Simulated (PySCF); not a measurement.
P+ (phosphorus, charge +1) across methods

[Ne] 3s2 3p2, high-spin 3P determinant. Calculation: PySCF 2.14, in aug-cc-pwCVTZ (8s7p5d3f, 75 functions); the non-relativistic Hamiltonian (point nucleus).

```tsv
method	E (hartree)	mean ε 3s α (eV)	mean ε 3s β (eV)	mean ε 3p α (eV)	Σ⟨r²⟩ (bohr²)	⟨S²⟩
PBEsol	-340.1409	-23.868	-21.808	-14.915	20.67	2.003
PW91	-340.8703	-23.973	-21.930	-15.039	20.65	2.004
PBE0	-340.7558	-25.872	-23.097	-16.336	20.64	2.005
TPSSh	-340.9014	-25.025	-22.319	-15.710	20.59	2.005
LDA	-339.6139	-23.929	-22.051	-14.919	20.71	2.002
r2SCAN	-340.8550	-24.554	-21.950	-15.413	20.63	2.008
PBE	-340.7264	-23.922	-21.872	-14.992	20.67	2.004
UHF	-340.35247	-30.970	-25.424	-19.732	20.88	2.013
```

Task: Estimate the same row for B97-3.

Result: E (hartree) = -340.8466; mean ε 3s α (eV) = -25.872; mean ε 3s β (eV) = -23.187; mean ε 3p α (eV) = -16.209; Σ⟨r²⟩ (bohr²) = 20.56; ⟨S²⟩ = 2.004.
